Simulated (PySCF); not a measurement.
Fine-structure interval of Sc by level of theory

Sc [Ar] 3d1 4s2 [3d3/2^1, M_J = 3/2] → Sc [Ar] 3d1 4s2 [3d5/2^1, M_J = 5/2], as a difference of total energies. Calculation: PySCF 2.14, in x2c-SVPall-2c (5s5p3d1f, 42 functions); the two-component X2C-1e Hamiltonian. Correlated levels: [Ne] frozen; the 6 highest virtual spinors dropped. "Screened" scales the spin-orbit matrix elements by Boettger's factors to mimic the two-electron term; Breit and QED terms are absent.

```json
{"method": "GHF (screened spin-orbit)", "fine-structure interval (cm⁻¹)": "237.15"}
{"method": "GMP2 (screened spin-orbit)", "fine-structure interval (cm⁻¹)": "119.57"}
{"method": "GHF (bare spin-orbit)", "fine-structure interval (cm⁻¹)": "432.94"}
```

Errors of the correlated levels include the incompleteness of this basis and the frozen core.

GHF and GMP2 differ strongly here because the two determinants are spin-polarised to different degrees; the interval is a small difference of such terms.

For comparison: 168.34 cm⁻¹ (measured; NIST Handbook of Basic Atomic Spectroscopic Data (Sansonetti and Martin, J. Phys. Chem. Ref. Data 34, 1559 (2005))).
